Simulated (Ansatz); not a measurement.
Consider the ligand exchange at the Al–C bond: `[CH3][Al]([NH2])[SH]` + H₂S → `[NH2][Al]([SH])[SH]` + CH₄.

Gas-phase electronic energies from Ansatz, PBE0-D4/def2-TZVP geometries. CCSD(T)/CBS is extrapolated from def2-TZVPP and def2-QZVPP, frozen cores. DFT in def2-TZVPP. One conformer a species, not always the lowest.

`[CH3][Al]([NH2])[SH]`:

Cartesian coordinates in Å:
```
C 0.210 -1.056 -1.364
Al 0.150 0.263 0.061
N -0.969 0.130 1.422
S 1.520 1.978 -0.010
H 1.152 -1.611 -1.343
H 0.143 -0.580 -2.347
H -0.605 -1.781 -1.287
H -1.630 -0.621 1.534
H -1.045 0.774 2.192
H 1.074 2.504 1.143
```

H₂S:

Z-matrix (Å, degrees):
```
S
H 1 1.341
H 1 1.341 2 92.3
```

`[NH2][Al]([SH])[SH]`:

```xyz
8

N     1.505   -0.278    0.067
Al   -0.204    0.135    0.142
S    -1.619   -0.497   -1.398
S    -0.933    1.316    1.824
H     1.946   -0.807   -0.667
H     2.183   -0.007    0.760
H    -0.678   -1.150   -2.102
H    -2.200    1.290    1.375
```

CH₄:

```xyz
5

C     0.000    0.000    0.000
H    -0.639    0.678    0.565
H     0.751    0.575   -0.541
H    -0.606   -0.564   -0.709
H     0.494   -0.689    0.684
```

```json
{"level": "revPBE", "ΔE (kJ/mol)": "-111.1"}
{"level": "CCSD/def2-TZVPP", "ΔE (kJ/mol)": "-111.9"}
```

Task: What does CCSD(T)/CBS give? (Estimate.)

Result: Ansatz gave: -114.8 kJ/mol. The listed levels differ from it by 3.7, 2.9 kJ/mol.

Largest T1 diagnostic among the species: 0.011.

From BLYP to BHLYP (50 % exact exchange), in def2-TZVPP and without D4, ΔE moves by −5.9 kJ/mol. Leaving LDA and LC-ωPBE aside and taking each functional with its dispersion term where it has one, the values, not all of them listed here, spread over 7.0 kJ/mol, from r2SCAN0-D4 to ωB97M-V. LDA lies +3.4 kJ/mol from PBE without D4.
